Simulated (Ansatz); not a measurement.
Input file for Ansatz (a quantum-chemistry and plane-wave program): R-PBE/def2-TZVPP on BrHZn (SMILES [ZnH][Br]), a point of a bond scan (R = 2.258 Å).

Ansatz 0.2 input:
```yaml
crystal:
  periodic: [false, false, false]
  atoms:
    - {symbol: Zn, position_ang: [-0.00000000, -0.00000000, -1.17426818]}
    - {symbol: H, position_ang: [-0.00000000, -0.00000000, -2.69787527]}
    - {symbol: Br, position_ang: [0.00000000, 0.00000000, 1.08359773]}
basis:
  gaussian:
    orbitals: def2-TZVPP
    pivot_positions_ang: [[-0.00000000, -0.00000000, -1.17426818], [-0.00000000, -0.00000000, -2.69787527], [0.00000000, 0.00000000, 1.08359773]]
hamiltonian:
  xc: {name: PBE}
scf: {lower_state_search: off}
output: {orbitals: {seedname: ./end}}
```

Program output:

```
WARN ansatz: RAYON_NUM_THREADS=1 ignored (pool sized by the plan → 1); use --threads N
Functional definition: PBE
these checks for a lower state are left out or cut short: stability, starts, cluster_reference, orbital_swaps, neighbouring_geometries, increment
integrals: 0.05 GiB planned
934 factors; their error is unknown
mean field: 0.35 GiB planned
mean field evaluation 1: about -118462.4467 eV, gradient 5.9e1 eV
mean field evaluation 2: about -118450.5059 eV, gradient 1.4e2 eV
mean field evaluation 4: about -118465.9078 eV, gradient 4.1e0 eV
mean field evaluation 8: about -118465.9292 eV, gradient 8.3e-2 eV
mean field evaluation 16: about -118465.9292 eV, gradient 7.2e-6 eV
mean field -118465.92917495 eV, -4353.5425980887 hartree, gradient 7.2e-6 eV, S^2 0.000000; 0 other end points of the search recorded, 0 dependent functions left out
reference -118465.92921118 eV, -4353.5425994198 hartree; 33, 33 occupied and 93, 93 virtual orbitals, 934 factors
Total energy: -118465.92921118 eV, -4353.5425994198 hartree
Checks for a lower state left out: stability, starts, cluster_reference, orbital_swaps, neighbouring_geometries, increment
```

The run converged.

Cost: very roughly 2.0 core-seconds.
